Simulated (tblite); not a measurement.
Record of a relaxation.

C6H15NSi2.
Numbering: `[CH3:1][CH2:2]/[CH:3]=[CH:4]/[Si@H:5]1[CH2:6][CH2:7][SiH2:8][NH:9]1` (hydrogens: H10, H11, H12 on C1; H13, H14 on C2; H15 on C3; H16 on C4; H17 on Si5; H18, H19 on C6; H20, H21 on C7; H22, H23 on Si8; H24 on N9)

Computed with GFN2-xTB (tblite), gas phase: L-BFGS steps from a force-field or distance-geometry start until the largest atomic force falls under 0.01 eV/Å. 8 of its 127 geometries are shown.

Step 0: E = -730.3531 eV, largest atomic force 2.857 eV/Å
```
atom  x, y, z in Å  |  force x, y, z in eV/Å
C1      4.228   -0.245    0.127   -0.282   0.048  -0.431
C2      3.184    0.844   -0.202    0.433  -0.461   1.530
C3      1.909    0.393    0.435   -1.813   0.244  -2.195
C4      0.852    0.219   -0.402    1.304  -0.014   1.314
Si5    -0.796   -0.326    0.193   -0.172  -0.933  -0.866
C6     -2.070    1.039    0.082   -0.118   1.592   0.101
C7     -3.424    0.390    0.111   -1.522   0.498   0.324
Si8    -3.234   -1.348   -0.502    0.405  -1.817  -0.578
N9     -1.512   -1.510   -0.979   -0.835   1.657  -0.286
H10     3.825   -1.169   -0.375    0.877   0.680   0.743
H11     4.344   -0.371    1.215   -0.140  -0.142  -0.572
H12     5.186    0.078   -0.289   -0.081  -0.466   0.014
H13     3.466    1.816    0.255    0.075  -0.387  -0.617
H14     3.067    0.845   -1.285    0.031   0.561   0.168
H15     1.796    0.238    1.503    0.286   0.081  -0.369
H16     0.960    0.385   -1.466    0.232   0.059   0.143
H17    -0.797   -0.846    1.545    0.024  -0.298   0.224
H18    -2.027    1.732    0.948    0.273   0.062  -0.758
H19    -2.001    1.611   -0.879    0.276  -0.193   0.913
H20    -3.832    0.417    1.158    0.124   0.023  -1.056
H21    -4.134    0.904   -0.578    0.256   0.041   0.834
H22    -4.149   -1.678   -1.605    0.223   0.038   0.017
H23    -3.450   -2.255    0.631    0.111  -0.078  -0.111
H24    -1.403   -1.143   -1.968    0.035  -0.794   1.514
```

Step 18: E = -731.1792 eV, largest atomic force 0.206 eV/Å
```
atom  x, y, z in Å  |  force x, y, z in eV/Å
C1      4.297   -0.246    0.127   -0.095   0.052  -0.053
C2      3.260    0.839   -0.190    0.006  -0.019   0.022
C3      1.897    0.438    0.298    0.126   0.031  -0.049
C4      0.836    0.221   -0.468    0.188   0.063   0.055
Si5    -0.841   -0.271    0.196    0.162  -0.018   0.011
C6     -2.163    1.104    0.153    0.072  -0.019  -0.019
C7     -3.537    0.431    0.126   -0.065  -0.160  -0.017
Si8    -3.334   -1.361   -0.538   -0.186  -0.015   0.049
N9     -1.638   -1.383   -0.873   -0.084  -0.021  -0.108
H10     3.988   -1.190   -0.316    0.025  -0.009   0.051
H11     4.382   -0.373    1.207    0.052  -0.035  -0.141
H12     5.271    0.024   -0.285   -0.096  -0.002   0.119
H13     3.569    1.760    0.322   -0.089  -0.045  -0.134
H14     3.238    1.025   -1.270   -0.020  -0.012   0.171
H15     1.833    0.308    1.375   -0.073   0.000  -0.135
H16     0.946    0.351   -1.540    0.011   0.017   0.061
H17    -0.758   -0.971    1.486    0.030   0.117   0.021
H18    -2.110    1.840    0.949    0.055   0.046   0.122
H19    -2.027    1.650   -0.779    0.040   0.122  -0.095
H20    -3.940    0.413    1.136   -0.032  -0.129   0.095
H21    -4.235    1.037   -0.452   -0.055  -0.051  -0.079
H22    -4.103   -1.734   -1.725    0.034   0.101  -0.014
H23    -3.530   -2.337    0.543   -0.083   0.067  -0.030
H24    -1.310   -1.555   -1.806    0.078  -0.079   0.099
```

Step 36: E = -731.3402 eV, largest atomic force 0.186 eV/Å
```
atom  x, y, z in Å  |  force x, y, z in eV/Å
C1      4.322   -0.251    0.128   -0.029   0.045  -0.012
C2      3.300    0.839   -0.203   -0.060  -0.004  -0.051
C3      1.922    0.459    0.238   -0.036  -0.013   0.037
C4      0.870    0.270   -0.547   -0.001  -0.014   0.007
Si5    -0.815   -0.205    0.135   -0.022   0.053   0.053
C6     -2.195    1.111    0.181   -0.036   0.023  -0.027
C7     -3.558    0.404    0.149   -0.025  -0.079  -0.007
Si8    -3.398   -1.327   -0.630   -0.002  -0.051   0.010
N9     -1.687   -1.298   -0.896   -0.065   0.059   0.132
H10     4.046   -1.193   -0.342   -0.036   0.027   0.050
H11     4.375   -0.393    1.206    0.023  -0.070  -0.029
H12     5.306    0.036   -0.238    0.008   0.009   0.045
H13     3.597    1.761    0.310   -0.033  -0.036  -0.071
H14     3.295    1.024   -1.277    0.047   0.042  -0.064
H15     1.812    0.324    1.305    0.002  -0.015   0.082
H16     1.002    0.400   -1.614   -0.051   0.022  -0.023
H17    -0.606   -0.766    1.485   -0.001  -0.010   0.020
H18    -2.136    1.764    1.051    0.051   0.007   0.010
H19    -2.113    1.760   -0.691    0.043   0.006  -0.054
H20    -3.925    0.288    1.169    0.009  -0.004   0.034
H21    -4.302    1.014   -0.365    0.044   0.031   0.012
H22    -4.083   -1.566   -1.903    0.042   0.069   0.005
H23    -3.804   -2.354    0.350    0.016   0.035  -0.084
H24    -1.237   -2.081   -1.327    0.109  -0.132  -0.074
```

Step 54: E = -731.3980 eV, largest atomic force 0.101 eV/Å
```
atom  x, y, z in Å  |  force x, y, z in eV/Å
C1      4.283   -0.237    0.109    0.006  -0.006   0.009
C2      3.270    0.841   -0.278    0.033  -0.009  -0.016
C3      1.908    0.462    0.207    0.061  -0.014   0.034
C4      0.816    0.289   -0.522    0.041   0.032   0.023
Si5    -0.804   -0.219    0.265   -0.066   0.044  -0.019
C6     -2.170    1.097    0.184   -0.101   0.003   0.003
C7     -3.523    0.375    0.186   -0.016  -0.016  -0.048
Si8    -3.365   -1.298   -0.709   -0.034   0.036  -0.011
N9     -1.639   -1.412   -0.679   -0.040  -0.007  -0.010
H10     4.035   -1.180   -0.372   -0.007  -0.007  -0.003
H11     4.264   -0.388    1.187    0.042  -0.026   0.009
H12     5.292    0.046   -0.184   -0.026   0.027  -0.013
H13     3.571    1.784    0.191   -0.035   0.005  -0.031
H14     3.269    0.980   -1.361   -0.029   0.009   0.003
H15     1.850    0.284    1.273    0.042   0.007   0.047
H16     0.863    0.471   -1.587    0.013  -0.031  -0.030
H17    -0.588   -0.694    1.641    0.037  -0.003   0.048
H18    -2.136    1.823    0.996    0.059   0.007   0.030
H19    -2.062    1.669   -0.740   -0.035  -0.039  -0.007
H20    -3.835    0.206    1.220    0.029  -0.003  -0.076
H21    -4.290    1.006   -0.269   -0.006  -0.003   0.064
H22    -3.872   -1.263   -2.088    0.055  -0.027   0.025
H23    -3.978   -2.401    0.044   -0.020   0.022  -0.032
H24    -1.168   -2.223   -1.039   -0.004  -0.001   0.002
```

Step 72: E = -731.4198 eV, largest atomic force 0.065 eV/Å
```
atom  x, y, z in Å  |  force x, y, z in eV/Å
C1      4.303   -0.229    0.082    0.005  -0.014   0.006
C2      3.264    0.824   -0.303    0.025  -0.016  -0.006
C3      1.919    0.449    0.234    0.013   0.047  -0.001
C4      0.810    0.282   -0.472    0.007  -0.017   0.000
Si5    -0.817   -0.206    0.322   -0.037   0.047  -0.005
C6     -2.197    1.097    0.183   -0.040   0.006  -0.012
C7     -3.538    0.358    0.197   -0.003   0.025   0.022
Si8    -3.361   -1.262   -0.781    0.016   0.035  -0.008
N9     -1.658   -1.455   -0.546    0.041  -0.032  -0.039
H10     4.063   -1.175   -0.397    0.035  -0.009   0.026
H11     4.305   -0.380    1.160    0.012  -0.002  -0.012
H12     5.303    0.075   -0.223   -0.040   0.003  -0.029
H13     3.564    1.790    0.115   -0.025  -0.009   0.017
H14     3.228    0.924   -1.390   -0.034   0.010   0.004
H15     1.889    0.297    1.306    0.023  -0.004  -0.020
H16     0.850    0.443   -1.542    0.003  -0.018  -0.001
H17    -0.570   -0.623    1.711   -0.017  -0.002   0.050
H18    -2.163    1.854    0.969   -0.004  -0.040  -0.015
H19    -2.100    1.631   -0.764    0.031   0.001   0.005
H20    -3.794    0.117    1.230   -0.003  -0.018   0.005
H21    -4.341    0.997   -0.173    0.023   0.004  -0.019
H22    -3.674   -1.143   -2.211   -0.007   0.007   0.024
H23    -4.114   -2.362   -0.172   -0.016  -0.037  -0.011
H24    -1.185   -2.285   -0.860   -0.008   0.033   0.019
```

Step 90: E = -731.4273 eV, largest atomic force 0.026 eV/Å
```
atom  x, y, z in Å  |  force x, y, z in eV/Å
C1      4.325   -0.225    0.053   -0.001  -0.001   0.009
C2      3.254    0.805   -0.307    0.009  -0.003  -0.006
C3      1.923    0.433    0.265    0.011   0.008   0.003
C4      0.805    0.248   -0.423    0.009   0.002   0.004
Si5    -0.835   -0.195    0.368   -0.004  -0.007  -0.009
C6     -2.212    1.104    0.188    0.004  -0.008   0.003
C7     -3.547    0.356    0.191    0.001   0.015   0.003
Si8    -3.346   -1.249   -0.807    0.018   0.016  -0.011
N9     -1.649   -1.443   -0.528   -0.007  -0.016   0.001
H10     4.084   -1.191   -0.385    0.000   0.011   0.009
H11     4.388   -0.344    1.133    0.003  -0.005   0.003
H12     5.299    0.091   -0.315   -0.020  -0.009  -0.011
H13     3.551    1.777    0.100   -0.003  -0.002  -0.014
H14     3.183    0.898   -1.393   -0.008   0.009   0.000
H15     1.911    0.312    1.341    0.005  -0.001  -0.001
H16     0.841    0.371   -1.500    0.003   0.007   0.001
H17    -0.637   -0.585    1.776    0.005  -0.012   0.003
H18    -2.191    1.867    0.968   -0.018  -0.008  -0.009
H19    -2.099    1.627   -0.764    0.009   0.008   0.009
H20    -3.804    0.102    1.221   -0.016  -0.002  -0.016
H21    -4.351    0.993   -0.181    0.005   0.001   0.002
H22    -3.629   -1.085   -2.239    0.007   0.001   0.006
H23    -4.111   -2.374   -0.263   -0.007  -0.012   0.012
H24    -1.167   -2.273   -0.825   -0.004   0.008   0.008
```

Step 108: E = -731.4306 eV, largest atomic force 0.024 eV/Å
```
atom  x, y, z in Å  |  force x, y, z in eV/Å
C1      4.321   -0.223    0.030   -0.004   0.002   0.006
C2      3.245    0.804   -0.323    0.004   0.009   0.004
C3      1.928    0.442    0.287   -0.007  -0.017  -0.016
C4      0.798    0.257   -0.381    0.007  -0.016   0.003
Si5    -0.838   -0.206    0.412   -0.009  -0.004   0.002
C6     -2.212    1.096    0.217   -0.002   0.000   0.004
C7     -3.553    0.360    0.161   -0.005   0.004  -0.001
Si8    -3.327   -1.242   -0.833    0.013   0.004  -0.003
N9     -1.644   -1.456   -0.489   -0.005   0.003   0.002
H10     4.045   -1.205   -0.345   -0.001   0.006  -0.003
H11     4.441   -0.289    1.109    0.007  -0.007   0.001
H12     5.277    0.060   -0.407   -0.011  -0.003   0.001
H13     3.554    1.782    0.058    0.008   0.013  -0.003
H14     3.145    0.879   -1.408   -0.001  -0.006   0.006
H15     1.943    0.321    1.364   -0.010   0.003  -0.009
H16     0.823    0.380   -1.458   -0.012   0.004  -0.003
H17    -0.639   -0.617    1.813    0.001   0.013   0.003
H18    -2.215    1.844    1.010   -0.003   0.000   0.008
H19    -2.066    1.637   -0.720    0.013   0.006   0.002
H20    -3.863    0.109    1.176    0.006  -0.008   0.001
H21    -4.333    1.005   -0.247    0.004   0.015   0.001
H22    -3.558   -1.058   -2.273    0.008  -0.019   0.007
H23    -4.118   -2.364   -0.320   -0.005  -0.006  -0.007
H24    -1.164   -2.296   -0.758    0.004   0.002  -0.005
```

Step 126: E = -731.4317 eV, largest atomic force 0.010 eV/Å
```
atom  x, y, z in Å  |  force x, y, z in eV/Å
C1      4.315   -0.221    0.021    0.003  -0.003   0.001
C2      3.237    0.804   -0.330    0.004   0.000  -0.001
C3      1.924    0.440    0.288    0.002   0.004   0.001
C4      0.791    0.251   -0.372    0.002   0.004   0.002
Si5    -0.838   -0.210    0.434   -0.004  -0.005  -0.001
C6     -2.208    1.095    0.235   -0.002   0.000   0.000
C7     -3.551    0.364    0.144   -0.004  -0.001   0.001
Si8    -3.314   -1.239   -0.847    0.007   0.000  -0.005
N9     -1.642   -1.463   -0.464   -0.006  -0.005  -0.003
H10     4.027   -1.208   -0.333    0.001   0.000  -0.004
H11     4.456   -0.271    1.099   -0.002  -0.002   0.000
H12     5.263    0.049   -0.439    0.002   0.003   0.001
H13     3.547    1.785    0.043    0.000   0.000  -0.003
H14     3.131    0.872   -1.415    0.000   0.002   0.000
H15     1.945    0.321    1.364   -0.003  -0.003   0.000
H16     0.804    0.378   -1.449   -0.002  -0.006  -0.001
H17    -0.638   -0.609    1.838    0.002  -0.002  -0.001
H18    -2.224    1.829    1.041   -0.001   0.003   0.002
H19    -2.043    1.652   -0.689   -0.002   0.005  -0.002
H20    -3.881    0.107    1.152   -0.002   0.000   0.004
H21    -4.319    1.016   -0.273    0.001   0.003  -0.005
H22    -3.511   -1.067   -2.293    0.004   0.001   0.009
H23    -4.125   -2.355   -0.349   -0.001  -0.002  -0.001
H24    -1.159   -2.302   -0.734    0.002   0.005   0.004
```

Question: Summarise the path.

Answer: The energy falls by 1.0787 eV from step 0 to step 126; nine tenths of that is first reached at step 33. It falls at every step. The largest force goes from 2.857 to 0.010 eV/Å. Among the bonds Si5–N9 changes most, from 1.813 to 1.739 Å; the atoms move by 0.540 Å rms after alignment.

The cost below is that of the whole relaxation. The run took 2.5 s wall on one thread of an Arm Neoverse N1, shared host with 64 logical CPUs at a one-minute load of 60.
